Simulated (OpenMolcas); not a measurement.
W⁴⁺: from CASSCF to CASPT2

* Program: OpenMolcas
* Basis: ANO-RCC-VTZP [8s7p5d3f2g1h]
* Scalar Hamiltonian: DKH2, point nucleus
* Active space: 2 electrons in 5 orbitals (5d)
* State averaging: 2S+1 = 3 even, 10 roots; 2S+1 = 1 even, 15 roots
* Spin-orbit coupling: RASSI with atomic mean-field integrals over the reference wave functions, term energies averaged over their components

Methods on the same reference wave functions:
A. CASSCF
B. SS-CASPT2, IPEA 0.25 Eh, imaginary shift 0.1 Eh (closed shells correlated: 5s 5p)
C. XMS-CASPT2, IPEA 0.25 Eh, imaginary shift 0.1 Eh (closed shells correlated: 5s 5p)

Energies in eV above 5d2 3F2, the measured ground level; measured values from the list in J. Phys. B 45, 065001 (2012).

```json
{"Level": "5d2 3F2", "A": "0.0000", "B": "0.0000", "C": "0.0000", "Measured": "0.0000"}
{"Level": "5d2 3F3", "A": "0.7638", "B": "0.798", "C": "0.798", "Measured": ""}
{"Level": "5d2 3F4", "A": "1.4518", "B": "1.471", "C": "1.469", "Measured": "1.4282"}
{"Level": "5d2 3P0", "A": "1.8392", "B": "1.684", "C": "1.648", "Measured": "1.5918"}
{"Level": "5d2 1D2 [54 %]", "A": "1.9920", "B": "1.749", "C": "1.741", "Measured": ""}
{"Level": "5d2 3P1", "A": "2.2592", "B": "2.140", "C": "2.103", "Measured": "2.0247"}
{"Level": "5d2 1G4", "A": "3.0725", "B": "2.902", "C": "2.884", "Measured": "2.7705"}
{"Level": "5d2 3P2 [60 %]", "A": "3.1114", "B": "2.913", "C": "2.890", "Measured": "2.8040"}
{"Level": "5d2 1S0", "A": "6.2159", "B": "5.518", "C": "5.497", "Measured": "5.3450"}
```

Deviations, from unrounded energies. A percentage is the sum of absolute deviations over the sum of measured energies, with the sign that they share, or ± where signs differ.

| Against measurement | Levels | A | B | C |
| --- | --- | --- | --- | --- |
| mean absolute deviation (cm-1) | 6 | 2700 | 890 | 710 |
| fine structure of the ground term (%) | 1 | +1.7 | +3.0 | +2.8 |
| other terms of the ground configuration (%) | 5 | +13.5 | +4.3 | +3.3 |

C lies closest to measurement on these levels and A furthest from it. The largest miss of C in the table is 5d2 1S0, by +1200 cm-1. The ranking rests on the paired levels alone, and a cruder setting can come out closer through cancelling errors.

Between B and C the level of the table that moves most is 5d2 3P1, by 300 cm-1 (lowest in C, highest in B). Moves below CASPT2's spread within the term are not significant.

The mean deviations of B to C differ by less than CASPT2's widest spread within a term (520 cm-1), so their order carries little weight.

From A to B the spin-free energies of the other terms of 5d2 shown, above 3F, scale by factors of 0.70 to 0.90, as is usual when dynamic correlation screens the repulsion within a d or f shell.

The lowest spin-free term lies below A's lowest term by 0.216 hartree in B, 0.219 hartree in C.

CASPT2 breaks the degeneracy within a term, and the mean is taken; among the terms shown or strongly mixed into the levels shown the widest spread is 520 cm-1 (5d2 1G, B). Without dynamic correlation excited terms often stand tens of per cent too high (terms of higher spin than the ground term too low), and those without a measured partner can miss by more than the paired ones (holds for A). Measured partners are found by configuration, term and J. A level has none where our copy of the source lacks it or the pairing is in doubt (some pairs that miss far off the trend of their configuration count as doubtful), and it then counts in no deviation. Levels of configurations outside the active space are missing.

A share in square brackets marks a mixed level and gives the weight of the term that names it, the lowest over the columns.
